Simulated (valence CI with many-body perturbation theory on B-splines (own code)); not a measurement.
Level structure of Pr45+

Calculated by configuration interaction combined with many-body perturbation theory (CI+MBPT): four valence electrons over a frozen Dirac-Fock core [Ne], radial functions for each j: 11 s, 11 p, 9 d, 7 f, 5 g, 2 h, 1 i, with the one-electron correlation potential Σ1, the two-electron term Σ2, the three-electron term Σ3, Breit, model QED; selected CI, second order for the rest (own B-spline code, finite nucleus).

The last digits are not significant, and no measured levels were compared; by estimate large intervals hold to a few tenths of a per cent, small ones and those within an open d or f shell to about a per cent.

Levels 1 to 45 of 64, with energies above the lowest level, (3s^2 3p1/2^2) J=0. "Leading %" is the weight of the configuration and term that name the level; weights of strongly mixed levels are sums over their largest components and can fall short. In the jj column 3d3/2^4 stands for four electrons in 3d with j = 3/2. Lifetimes count E1, E2, E3, M1 and M2 decay at the calculated energies, and are blank where another channel may lead or the interval is too uncertain; long ones can be off by a factor of two.

| No. | Configuration | Term | J | E (× 10³ cm⁻¹) | Leading % | Second component | Lifetime | Leading jj |
| --- | --- | --- | --- | --- | --- | --- | --- | --- |
| 1 | 3s²3p² | ³P | 0 | 0.00 | 71 | 28 % 3s²3p² ¹S |  | 3s^2 3p1/2^2 (99 %) |
| 2 | 3s²3p² | ³P | 1 | 924.77 | 99 |  | 99.4 ns | 3s^2 3p1/2 3p3/2 (99 %) |
| 3 | 3s²3p² | ¹D | 2 | 982.58 | 62 | 37 % 3s²3p² ³P | 15.9 μs | 3s^2 3p1/2 3p3/2 (99 %) |
| 4 | 3s3p³ | ³P° | 2 | 1871.3 | 42 | 34 % 3s3p³ ⁵S° | 81.2 ps | 3s 3p1/2^2 3p3/2 (94 %) |
| 5 | 3s²3p² | ³P | 2 | 1949.3 | 61 | 37 % 3s²3p² ¹D | 56.6 ns | 3s^2 3p3/2^2 (98 %) |
| 6 | 3s3p³ | ³D° | 1 | 2048.7 | 37 | 20 % 3s3p³ ¹P° | 5.77 ps | 3s 3p1/2^2 3p3/2 (83 %) |
| 7 | 3s²3p² | ¹S | 0 | 2074.4 | 70 | 28 % 3s²3p² ³P | 42.7 ns | 3s^2 3p3/2^2 (98 %) |
| 8 | 3s²3p3d | ³F° | 2 | 2255.7 | 73 | 20 % 3s²3p3d ¹D° | 289 ps | 3s^2 3p1/2 3d3/2 (98 %) |
| 9 | 3s²3p3d | ³D° | 1 | 2502.4 | 48 | 22 % 3s²3p3d ¹P° | 1.04 ps | 3s^2 3p1/2 3d3/2 (84 %) |
| 10 | 3s²3p3d | ³P° | 2 | 2555.0 | 33 | 29 % 3s²3p3d ³D° | 17.2 ps | 3s^2 3p1/2 3d5/2 (77 %) |
| 11 | 3s²3p3d | ³F° | 3 | 2577.0 | 51 | 23 % 3s²3p3d ³D° | 20.1 ps | 3s^2 3p1/2 3d5/2 (90 %) |
| 12 | 3s3p³ | ³D° | 2 | 2808.5 | 47 | 28 % 3s3p³ ⁵S° | 4.76 ps | 3s 3p1/2 3p3/2^2 (75 %) |
| 13 | 3s3p³ | ³D° | 3 | 2885.1 | 85 | 12 % 3s²3p3d ³F° | 10.0 ps | 3s 3p1/2 3p3/2^2 (85 %) |
| 14 | 3s3p³ | ³P° | 0 | 2951.9 | 88 | 10 % 3s²3p3d ³P° | 7.35 ps | 3s 3p1/2 3p3/2^2 (88 %) |
| 15 | 3s3p³ | ³P° | 1 | 3028.6 | 40 | 22 % 3s3p³ ³D° | 4.28 ps | 3s 3p1/2 3p3/2^2 (83 %) |
| 16 | 3s3p³ | ¹D° | 2 | 3048.6 | 56 | 11 % 3s²3p3d ³D° | 2.92 ps | 3s 3p1/2 3p3/2^2 (72 %) |
| 17 | 3s3p³ | ³S° | 1 | 3111.2 | 37 | 21 % 3s3p³ ¹P° | 1.44 ps | 3s 3p1/2 3p3/2^2 (93 %) |
| 18 | 3s3p²3d | ⁵F | 1 | 3223.1 | 48 | 31 % 3s3p²3d ³D | 38.4 ps | 3s 3p1/2^2 3d3/2 (95 %) |
| 19 | 3s3p²3d | ³D | 2 | 3261.9 | 27 | 26 % 3s3p²3d ⁵F | 39.6 ps | 3s 3p1/2^2 3d3/2 (91 %) |
| 20 | 3s²3p3d | ³F° | 3 | 3412.5 | 36 | 33 % 3s²3p3d ¹F° | 1.80 ps | 3s^2 3p3/2 3d3/2 (87 %) |
| 21 | 3s²3p3d | ³D° | 2 | 3415.5 | 42 | 18 % 3s²3p3d ¹D° | 1.02 ps | 3s^2 3p3/2 3d3/2 (75 %) |
| 22 | 3s²3p3d | ³P° | 1 | 3421.8 | 49 | 32 % 3s²3p3d ³D° | 1.26 ps | 3s^2 3p3/2 3d3/2 (85 %) |
| 23 | 3s²3p3d | ³P° | 0 | 3432.1 | 88 | 10 % 3s3p³ ³P° | 1.45 ps | 3s^2 3p3/2 3d3/2 (88 %) |
| 24 | 3s²3p3d | ³F° | 4 | 3483.7 | 99 |  | 120 ns | 3s^2 3p3/2 3d5/2 (99 %) |
| 25 | 3s²3p3d | ³P° | 2 | 3510.0 | 42 | 34 % 3s²3p3d ¹D° | 33.8 ps | 3s^2 3p3/2 3d5/2 (86 %) |
| 26 | 3s3p²3d | ³D | 3 | 3521.9 | 27 | 25 % 3s3p²3d ⁵D | 11.7 ps | 3s 3p1/2^2 3d5/2 (92 %) |
| 27 | 3s3p²3d | ³F | 2 | 3602.5 | 27 | 20 % 3s3p²3d ¹D | 10.8 ps | 3s 3p1/2^2 3d5/2 (85 %) |
| 28 | 3s²3p3d | ³D° | 3 | 3701.8 | 49 | 46 % 3s²3p3d ¹F° | 3.17 ps | 3s^2 3p3/2 3d5/2 (89 %) |
| 29 | 3s²3p3d | ¹P° | 1 | 3747.0 | 63 | 22 % 3s²3p3d ³P° | 4.73 ps | 3s^2 3p3/2 3d5/2 (92 %) |
| 30 | 3p⁴ | ³P | 2 | 3978.8 | 30 | 13 % 3p⁴ ¹D | 6.28 ps | 3s 3p1/2 3p3/2 3d3/2 (47 %) |
| 31 | 3s3p³ | ³P° | 2 | 4001.8 | 45 | 19 % 3s3p³ ¹D° | 1.89 ps | 3s 3p3/2^3 (86 %) |
| 32 | 3s3p²3d | ⁵D | 0 | 4031.4 | 66 | 11 % 3s3p²3d ³P | 26.1 ps | 3s 3p1/2 3p3/2 3d3/2 (84 %) |
| 33 | 3s3p²3d | ⁵D | 1 | 4051.3 | 56 | 20 % 3s3p²3d ⁵F | 53.1 ps | 3s 3p1/2 3p3/2 3d3/2 (98 %) |
| 34 | 3s3p²3d | ⁵F | 3 | 4079.3 | 47 | 34 % 3s3p²3d ³F | 44.6 ps | 3s 3p1/2 3p3/2 3d3/2 (92 %) |
| 35 | 3s3p²3d | ⁵F | 2 | 4084.4 | 31 | 17 % 3p⁴ ³P | 4.53 ps | 3s 3p1/2 3p3/2 3d3/2 (61 %) |
| 36 | 3p⁴ | ¹S | 0 | 4122.5 | 37 | 24 % 3p⁴ ³P | 3.54 ps | 3p1/2^2 3p3/2^2 (61 %) |
| 37 | 3s3p²3d | ⁵F | 4 | 4169.2 | 34 | 27 % 3s3p²3d ³F | 111 ps | 3s 3p1/2 3p3/2 3d3/2 (84 %) |
| 38 | 3s3p³ | ¹P° | 1 | 4182.2 | 41 | 24 % 3s3p³ ³S° | 994 fs | 3s 3p3/2^3 (92 %) |
| 39 | 3s3p²3d | ⁵D | 4 | 4256.7 | 50 | 30 % 3s3p²3d ⁵F | 546 ps | 3s 3p1/2 3p3/2 3d5/2 (97 %) |
| 40 | 3s3p²3d | ³F | 2 | 4258.5 | 63 | 8 % 3s3p²3d ⁵P | 3.76 ps | 3s 3p1/2 3p3/2 3d3/2 (77 %) |
| 41 | 3s3p²3d | ⁵P | 3 | 4281.4 | 37 | 21 % 3s3p²3d ³D | 2.20 ps | 3s 3p1/2 3p3/2 3d3/2 (69 %) |
| 42 | 3s3p²3d | ⁵P | 2 | 4319.7 | 34 | 21 % 3s3p²3d ³D | 1.56 ps | 3s 3p1/2 3p3/2 3d3/2 (82 %) |
| 43 | 3s3p²3d | ⁵P | 1 | 4323.7 | 39 | 22 % 3s3p²3d ³P | 1.71 ps | 3s 3p1/2 3p3/2 3d3/2 (93 %) |
| 44 | 3s3p²3d | ³G | 3 | 4362.7 | 53 | 25 % 3s3p²3d ¹F | 2.42 ps | 3s 3p1/2 3p3/2 3d3/2 (96 %) |
| 45 | 3s3p²3d | ¹P | 1 | 4368.6 | 27 | 22 % 3s3p²3d ³D | 1.90 ps | 3s 3p1/2 3p3/2 3d3/2 (69 %) |

The ionisation energy to 3s²3p ²P°1/2 of the next ion comes out as 3730.8 eV (NIST: 3729 ± 4 eV (theoretical)). All 64 levels together are meant to be complete up to 4915.1 × 10³ cm⁻¹.
